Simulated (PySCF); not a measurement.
C4H6O2Si, SMILES Oc1ccoc1[SiH3]. Atoms are numbered in the order given.

```xyz
13

O      2.0751    -0.5095     0.0000
C      0.7423    -0.7249     0.0000
C      0.0534    -1.9795     0.0000
C     -1.2784    -1.6586     0.0000
O     -1.4541    -0.3273     0.0000
C     -0.2103     0.2795     0.0000
Si    -0.1034     2.1335     0.0000
H      2.5286    -1.3613     0.0000
H      0.4869    -2.9792     0.0000
H     -2.1836    -2.2634     0.0000
H      1.3407     2.5000     0.0000
H     -0.7676     2.7151     1.2066
H     -0.7676     2.7151    -1.2066
```

Geometry: r2SCAN-D4/def2-SVP. The structure was generated by enumeration, and PubChem lists no compound with its InChIKey, so it may never have been made. The values are those of a single conformer.

Two levels are set side by side: PBE/pcSseg-1 (PySCF) and PBE0/pcSseg-1 (PySCF). GIAO shifts against H2O (¹⁷O), TMS (²⁹Si), TMS (¹H), TMS (¹³C) at the same level; non-relativistic, no solvent, atoms listed together averaged. Differences are taken from unrounded values.

| quantity | PBE0 | PBE | PBE minus PBE0 |
|---|---|---|---|
| δ(¹⁷O) of O1 (ppm) | 91.4 | 103.8 | 12.5 |
| δ(¹³C) of C2 (ppm) | 167.3 | 165.3 | -2.0 |
| δ(¹³C) of C3 (ppm) | 109.0 | 107.1 | -1.9 |
| δ(¹³C) of C4 (ppm) | 155.5 | 151.0 | -4.5 |
| δ(¹⁷O) of O5 (ppm) | 300.9 | 307.8 | 6.8 |
| δ(¹³C) of C6 (ppm) | 135.5 | 132.2 | -3.3 |
| δ(²⁹Si) of Si7 (ppm) | -90.4 | -96.5 | -6.1 |
| δ(¹H) of H8 (ppm) | 3.83 | 3.78 | -0.06 |
| δ(¹H) of H9 (ppm) | 6.34 | 6.19 | -0.15 |
| δ(¹H) of H10 (ppm) | 7.76 | 7.60 | -0.17 |

Rough cost on one machine, each run with all the roots and properties that it gave: PBE0 against PBE within a factor of 2.
